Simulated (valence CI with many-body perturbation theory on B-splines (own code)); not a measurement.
Which ion has this spectrum?

A relativistic CI+MBPT calculation for an atom or ion with 15 electrons gives these levels (cm⁻¹):

| J | Parity | E | g |
| --- | --- | --- | --- |
| 3/2 | odd | 0 | 1.99 |
| 3/2 | odd | 34937 | 0.83 |
| 5/2 | odd | 36552 | 1.20 |
| 1/2 | odd | 59352 | 0.67 |
| 3/2 | odd | 61542 | 1.31 |
| 5/2 | even | 214036 | 1.60 |
| 3/2 | even | 218777 | 1.73 |
| 1/2 | even | 221140 | 2.67 |
| 3/2 | even | 265292 | 0.80 |
| 5/2 | even | 265970 | 1.20 |
| 3/2 | even | 305756 | 1.33 |
| 1/2 | even | 309370 | 0.88 |
| 1/2 | even | 319570 | 1.78 |
| 3/2 | even | 337743 | 0.41 |

The energies are calculated, with errors of perhaps 200 cm⁻¹, more in some levels.

**Question.** Which is it?
A. Mn10+
B. V8+
C. Fe11+
D. Cr9+

**Answer.** B. V8+, ground level 3s2 3p3 4S°_3/2.
